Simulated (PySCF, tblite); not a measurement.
Isomers of C5H6OS, one GFN2-xTB conformer each. Single-point energies are computed at PBE0/pcSseg-1 (PySCF, gas phase, no added dispersion term), electronic only.

```csv
SMILES,GFN2-xTB relative energy (kcal/mol)
COc1ccsc1,0.0
C#CCC(=S)OC,37.2
```

Conformers: `[CH3:1][O:2][c:3]1[cH:4][cH:5][s:6][cH:7]1` with C1–O2–C3–C4 179°; `[CH:1]#[C:2][CH2:3][C:4](=[S:5])[O:6][CH3:7]` with C2–C3–C4–S5 -95°, C3–C4–O6–C7 -177°.

Problem. What does PBE0/pcSseg-1 give for the same structures?

Solution. 
| SMILES | PBE0/pcSseg-1 E (Eh) | PBE0/pcSseg-1 (kcal/mol) | GFN2-xTB (kcal/mol) | point group |
| --- | --- | --- | --- | --- |
| COc1ccsc1 | -667.02745 | 0.0 | 0.0 | Cs |
| C#CCC(=S)OC | -666.96351 | 40.1 | 37.2 | C1 |

Both levels put the same isomer lowest. As drawn, the lower has an aromatic ring, which the higher lacks; the higher has a C≡C bond and a C=S bond, which the lower lacks.

Problem. Which frontier levels, dipoles and rotational constants go with these structures?

Solution. 
```csv
SMILES,"HOMO (eV, PBE0/pcSseg-1)",LUMO (eV),dipole (D),"A, B, C (MHz)"
COc1ccsc1,-6.35,-0.20,1.15,"5748, 1562, 1238"
C#CCC(=S)OC,-6.66,-1.46,2.15,"3280, 1542, 1239"
```

Problem. What happens when harmonic zero-point energies from GFN2-xTB frequencies are added?

Solution. 
```json
{"SMILES": "COc1ccsc1", "ZPE (kcal/mol)": "60.5", "electronic (kcal/mol)": "0.0", "with ZPE (kcal/mol)": "0.0"}
{"SMILES": "C#CCC(=S)OC", "ZPE (kcal/mol)": "58.9", "electronic (kcal/mol)": "40.1", "with ZPE (kcal/mol)": "38.6"}
```

The zero-point energies span 1.6 kcal/mol. The order is unchanged.
